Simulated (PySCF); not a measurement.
GeHFBr2, SMILES [Br][GeH]([Br])[F].

The structure is a stationary point at B3LYP-D3(BJ)/def2-SVP. The structure was generated by enumeration, and PubChem lists no compound with its InChIKey, so it may never have been made.

All values below come from CAM-B3LYP/def2-TZVP (PySCF).

Symmetry labels are those of the subgroup Cs that the program uses (full group Cs).

**Question.** List the valence orbital energies around the gap with their symmetry. (The exact figures need the calculation; the answer reports its results.)

**Answer.** 
```csv
orbital,symmetry,energy (eV)
HOMO−7,A',-14.08
HOMO−6,A",-14.06
HOMO−5,A',-12.26
HOMO−4,A",-11.96
HOMO−3,A',-10.75
HOMO−2,A',-10.45
HOMO−1,A",-10.40
HOMO,A",-10.18
LUMO,A',-0.88
LUMO+1,A',0.81
LUMO+2,A",0.96
LUMO+3,A',2.33
```
